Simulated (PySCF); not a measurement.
Correlation energy of Br⁺ (bromine, charge +1)

[Ar] 3d10 4s2 4p4, high-spin 3P determinant. All numbers are calculated (PySCF 2.14, the spin-free X2C one-electron Hamiltonian (Gaussian nucleus), in Sapporo-DKH3-DZP-2012). Frozen: [Ar] 3d10; 6 electrons correlated.

MP2 pair energies summed by pair of shells (mhartree):

| pair | energy | share (%) |
| --- | --- | --- |
| 4p-4p | -37.30 | 48.9 |
| 4s-4p | -33.28 | 43.6 |
| 4s-4s | -5.76 | 7.5 |

Total MP2 correlation energy: -76.34 mhartree.

Same-spin part -19.24 and opposite-spin part -57.10 mhartree; SCS-MP2 scales them by 1/3 and 6/5 to -74.94 mhartree.

```json
{"level": "CCSD", "correlation energy (mhartree)": "-91.88"}
{"level": "(T)", "correlation energy (mhartree)": "-1.14"}
{"level": "CCSD(T)", "correlation energy (mhartree)": "-93.02"}
```

Diagnostics: T1 = 0.0066, D1 = 0.0215, largest double amplitude 0.057.

**Question.** Is a single reference adequate?

**Answer.** Yes, within this model without spin-orbit coupling: T1 lies below 0.03 and no double amplitude reaches 0.07.
